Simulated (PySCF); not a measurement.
Si(CCH)(Cl)2(OMe) (C3H4Cl2OSi), SMILES C#C[Si](Cl)(Cl)OC. The structure is a stationary point at PBE-D3(BJ)/def2-SVP. Other conformers were not sampled.

Computed equilibrium geometry at PBE-D3(BJ)/def2-SVP (PySCF confirms it by a frequency run) as bond lengths and angles (one conformer of several):
Atoms: C1 C2 Si3 Cl4 Cl5 O6 C7 H8 H9 H10 H11. Bond lengths (Å): C1–C2 1.228, C1–H8 1.083, C2–Si3 1.822, Si3–Cl4 2.051, Si3–Cl5 2.070, Si3–O6 1.654, O6–C7 1.422, C7–H9 1.112, C7–H10 1.108, C7–H11 1.113. Angles (°): C2–C1–H8 179.6, C1–C2–Si3 178.2, C2–Si3–Cl4 110.3, C2–Si3–Cl5 108.3, C2–Si3–O6 111.6, Cl4–Si3–Cl5 110.0, Cl4–Si3–O6 106.4, Cl5–Si3–O6 110.3, Si3–O6–C7 124.1, O6–C7–H9 111.4, O6–C7–H10 108.0, O6–C7–H11 111.6, H9–C7–H10 108.6, H9–C7–H11 108.6, H10–C7–H11 108.6.
Charge 0, spin multiplicity 1.
